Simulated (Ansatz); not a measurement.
Geometry optimisation, RKS PBE-D4/def2-SVP in Ansatz.

input.yaml

```yaml
crystal:
  periodic: [false, false, false]
  atoms:
    - { symbol: C, position_ang: [0.1282, -0.9257, 1.5735] }
    - { symbol: C, position_ang: [0.7058, -1.1837, 0.2042] }
    - { symbol: C, position_ang: [1.05, 0.0863, -0.5243] }
    - { symbol: O, position_ang: [0.11974, 0.9916, -0.67034] }
    - { symbol: Se, position_ang: [2.83782, 0.47788, -1.07316] }
    - { symbol: C, position_ang: [2.50475, -0.35841, -2.82175] }
    - { symbol: H, position_ang: [0.8274, -0.3394, 2.2168] }
    - { symbol: H, position_ang: [-0.7955, -0.2451, 1.4291] }
    - { symbol: H, position_ang: [-0.1979, -1.8159, 2.1008] }
    - { symbol: H, position_ang: [-0.011, -1.7582, -0.3853] }
    - { symbol: H, position_ang: [1.6088, -1.8026, 0.3688] }
    - { symbol: H, position_ang: [2.27633, -1.43767, -2.66547] }
    - { symbol: H, position_ang: [1.67239, 0.10044, -3.35851] }
    - { symbol: H, position_ang: [3.40156, -0.26854, -3.46971] }
basis:
  gaussian: { orbitals: def2-SVP }
hamiltonian:
  xc: pbe
  dispersion: d4
relax:
  f_tol: 0.015
  max_steps: 40
```

Run as:

```bash
$ ansatz run input.yaml --threads 2 --pin off --max-ram 3072MiB --backend cpu --events-out ev --progress --plain --runs-dir out
```

Where does it end, and by what steps?

It converged. The force dipped under the threshold on the way, but the program's further checks kept it going. After 23 steps the energy has fallen by 0.988 eV; O4 moved furthest, 1.58 Å.

```
step  energy less start (eV)  largest force component (eV/Å)  accepted
   0                  0.0000                           5.098       yes
   1                 -0.3851                           3.195       yes
   2                 -0.5149                           1.123       yes
   3                 -0.5424                           0.488       yes
   4                 -0.5500                           0.283       yes
   5                 -0.5554                           0.169       yes
   6                 -0.5595                           0.214       yes
   7                 -0.5797                           0.181       yes
   8                 -0.6092                           0.503       yes
   9                 -0.6604                           0.558       yes
  10                 -0.7057                           0.758       yes
  11                 -0.7805                           0.720       yes
  12                 -0.8401                           1.280       yes
  13                 -0.8802                           0.940       yes
  14                 -0.9545                           0.256       yes
  15                 -0.9723                           0.161       yes
  16                 -0.9712                           0.445        no
  17                 -0.9755                           0.082       yes
  18                 -0.9830                           0.037       yes
  19                 -0.9851                           0.211       yes
  20                 -0.9874                           0.041       yes
  21                 -0.9877                           0.012       yes
  22                 -0.9878                           0.019       yes
  23                 -0.9878                           0.013       yes
```

```xyz
14
Properties=species:S:1:pos:R:3
C -0.038 -1.047 1.310
C 0.780 -0.848 0.037
C 1.192 0.600 -0.168
O 0.919 1.505 0.591
Se 2.247 1.034 -1.770
C 2.428 -0.712 -2.653
H 0.535 -0.731 2.203
H -0.964 -0.440 1.286
H -0.320 -2.111 1.433
H 0.218 -1.177 -0.865
H 1.702 -1.469 0.043
H 2.975 -1.429 -2.014
H 1.440 -1.123 -2.934
H 3.015 -0.530 -3.573
```

The run took 51 s on 2 threads of AMD EPYC 9R14 (Zen 4), on a shared host, peak memory 0.23 GiB.
